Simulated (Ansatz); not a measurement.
Geometry optimisation, RKS LDA/def2-SVP (Ansatz).

Input file:

```yaml
crystal:
  periodic: [false, false, false]
  atoms:
    - { symbol: B, position_ang: [-1.0772, 1.609, -1.034] }
    - { symbol: Si, position_ang: [-0.9054, 0.9721, 0.7555] }
    - { symbol: Sn, position_ang: [1.0478, -0.5658, 0.7937] }
    - { symbol: B, position_ang: [0.8806, -2.1169, -0.7464] }
    - { symbol: H, position_ang: [-1.2979, 0.895, -1.9575] }
    - { symbol: H, position_ang: [-1.0708, 2.8314, -1.2518] }
    - { symbol: H, position_ang: [-2.0814, 0.236, 1.1563] }
    - { symbol: H, position_ang: [-0.6427, 2.1119, 1.6767] }
    - { symbol: H, position_ang: [1.2078, -1.299, 2.4273] }
    - { symbol: H, position_ang: [2.5391, 0.3438, 0.4905] }
    - { symbol: H, position_ang: [1.6191, -2.9608, -0.8735] }
    - { symbol: H, position_ang: [-0.142, -2.1118, -1.4029] }
basis:
  gaussian: { orbitals: def2-SVP }
hamiltonian:
  xc: lda
relax:
  f_tol: 0.02
  max_steps: 50
```

Run as:

```bash
$ ansatz run input.yaml --threads 2 --pin off --max-ram 3072MiB --backend cpu --events-out ev --progress --plain --runs-dir out
```

**Question.** Where does it end, and by what steps?

**Answer.** The forces met the threshold. After 31 steps the energy has fallen by 2.302 eV; H11 moved furthest, 2.10 Å. Joined: B1–Sn3, B1–B4, B4–H5.

```csv
step,energy less start (eV),largest force component (eV/Å),accepted
0,0.0000,1.888,yes
2,-0.4033,0.162,yes
4,-0.4630,0.313,yes
6,-0.5279,0.444,yes
8,-0.6734,0.424,yes
10,-0.7375,0.312,yes
12,-0.7912,0.378,yes
14,-0.8514,0.385,yes
16,-0.9647,0.430,yes
18,-1.2293,0.390,yes
20,-1.7667,0.841,yes
22,-2.0977,1.038,yes
24,-2.1927,0.284,yes
26,-2.2605,0.420,yes
28,-2.2610,0.407,no
30,-2.2989,0.084,no
31,-2.3017,0.010,yes
```

```xyz
12
Properties=species:S:1:pos:R:3
B -0.260 0.543 -0.786
Si -1.184 1.198 0.826
Sn 0.980 -0.172 1.046
B 0.250 -1.096 -1.077
H -0.824 -0.404 -1.526
H 0.385 1.393 -1.373
H -2.222 0.404 1.570
H -1.196 2.656 1.178
H 0.813 -1.641 1.894
H 2.584 0.389 0.881
H 1.075 -1.243 -1.958
H -0.325 -2.082 -0.640
```

Whether the end is a true minimum wasn't checked by a vibrational analysis.

Time of the run: 47 s on 2 threads of Arm Neoverse V2, with other jobs on the host, peak memory 0.16 GiB.
